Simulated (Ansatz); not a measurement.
Two isomers of C2H7BOSi: A = `COB1C[SiH2]1`, B = `CC1B[SiH2]O1`.

Computed with Ansatz on PBE0-D4/def2-TZVP structures; ΔE is electronic, products minus reactants. CBS: MP2 limit from def2 TZ/QZ plus the TZ coupled-cluster correction, frozen cores. DFT in def2-TZVPP. B3LYP here is the variant with VWN-RPA as its local correlation; programs differ in this. One conformer a species, not always the lowest.

**Question.** Which isomer does CCSD(T)/CBS put lower? Give the gap. (An estimate is asked.)

**Answer.** Ansatz gave: A, by 10.6 kJ/mol.

**Question.** Give E(B) − E(A) in kJ/mol with CCSD/def2-TZVPP, r2SCAN-D4, PBE-D4, HF/def2-TZVPP, PBE0-D4, B3LYP-D4, B3LYP. (An estimate is asked.)

**Answer.** The calculation gave: CCSD/def2-TZVPP 8.8, r2SCAN-D4 24.8, PBE-D4 32.2, HF/def2-TZVPP -4.7, PBE0-D4 22.7, B3LYP-D4 20.2, B3LYP 24.5. The order is the other way round with HF/def2-TZVPP.

Largest T1 diagnostic: 0.014.

From PBE to PBE0 (25 % exact exchange), in def2-TZVPP and without D4, E(B) − E(A) moves by −10.0 kJ/mol. The D4 term adds −4.3 kJ/mol with B3LYP and −2.1 kJ/mol with PBE0; it sums over pairs of atoms, weighted by their polarisabilities, and B3LYP, whose exchange is more repulsive, gets the larger term.
